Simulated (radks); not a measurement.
The numbers below are computed, except where a source is named.
The nuclear charge of neutral rhodium is varied continuously with 45 electrons held in [Kr] 4d8 5s1. Code: a radial shooting solver on a logarithmic mesh with Libxc functionals. Model: scalar-relativistic Kohn-Sham, LDA (Slater exchange, Perdew-Wang correlation), spin-unpolarised, spherical densities, finite nucleus; Fermi nuclear charge, rms radius 4.4945 fm. By the Hellmann-Feynman theorem dE/dZ = E(electron-nucleus)/Z, the electronic potential at the nucleus (averaged over a nucleus of fixed radius). The scalar-relativistic energy here is not variational (the density holds large components alone), so the two differ by a part that grows with Z.

Z      E (hartree)  E(electron-nucleus)/Z (hartree)  HOMO  e(HOMO) (eV)  <r> HOMO (bohr)
44.75  -4715.37929                         -254.487    5s        -2.886            3.438
45     -4779.41700                         -256.462    5s        -4.585            3.253
45.25  -4843.95146                         -258.434    5s        -6.441            3.099
45.5   -4908.98209                         -260.404    5s        -8.439            2.968
45.75  -4974.50852                         -262.372    5s       -10.568            2.854
46     -5040.53051                         -264.340    5s       -12.822            2.752

The central difference of E at Z = 45 is -257.144 hartree, to compare with the third column; the second derivative is -7.95 hartree.
